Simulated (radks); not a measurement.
Species: a nucleus of charge 35.25 with 35 electrons. Configuration: [Ar] 3d10 4s2 4p5. Calculated with a radial shooting solver on a logarithmic mesh with Libxc functionals: Dirac Kohn-Sham, PBE, spin-unpolarised, spherical densities, point nucleus; open shells are shared between the two j in proportion to 2j + 1.

Normalised radial functions P(r) = r R(r) (large component), r in bohr:

r	4s1/2
0.002149	0.0387
0.003205	0.0548
0.00482	0.0765
0.007191	0.1028
0.01081	0.1321
0.01613	0.1554
0.02426	0.1572
0.03619	0.1130
0.05442	-0.0006
0.08119	-0.1621
0.1221	-0.2713
0.1821	-0.1573
0.2739	0.2025
0.4086	0.4362
0.6145	0.1195
0.9167	-0.5392
1.379	-0.8821
2.057	-0.6417
3.093	-0.2326
4.614	-0.0397
6.938	-0.0022

4s1/2: eigenvalue -23.326 eV, 3 radial nodes at r = 0.0543, 0.222, 0.664 bohr, <r> = 1.64 bohr, 90 % of the charge inside 2.44 bohr.
